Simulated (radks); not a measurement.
Problem. These are the eigenvalues of the occupied orbitals of an atom or ion with whole-number occupations (eV). Method: scalar-relativistic Kohn-Sham, exchange-only LDA, spin-polarised, spherical densities, point nucleus; computed with a radial shooting solver on a logarithmic mesh with Libxc functionals.

| orbital | eigenvalue |
|---|---|
| 1s down | -65639.28 |
| 1s up | -65639.26 |
| 2s up | -11562.27 |
| 2s down | -11562.09 |
| 2p up | -10205.56 |
| 2p down | -10205.44 |
| 3s up | -2948.090 |
| 3s down | -2944.264 |
| 3p up | -2542.759 |
| 3p down | -2538.938 |
| 3d up | -2061.970 |
| 3d down | -2058.997 |
| 4s up | -905.5894 |
| 4s down | -898.7862 |
| 4p up | -769.9541 |
| 4p down | -763.3377 |
| 4d up | -594.6598 |
| 4d down | -588.1829 |
| 4f up | -398.1048 |
| 4f down | -391.4665 |

Which element is it, and in what charge state? The configuration may be excited. Open shells, if any, are filled with parallel spins first.

Solution. Z = 72, hafnium, charge +17: Hf17+ in [Kr] 4d10 4f9. The list shows which subshells hold electrons but not how many an open one holds; the 1s level, -2412.2 hartree, gives Z - s = 69.5 by -(Z - s)^2/2, which with screening and relativity narrows Z to a few neighbours, and the depths of the outer levels then fix element, charge and occupations together.
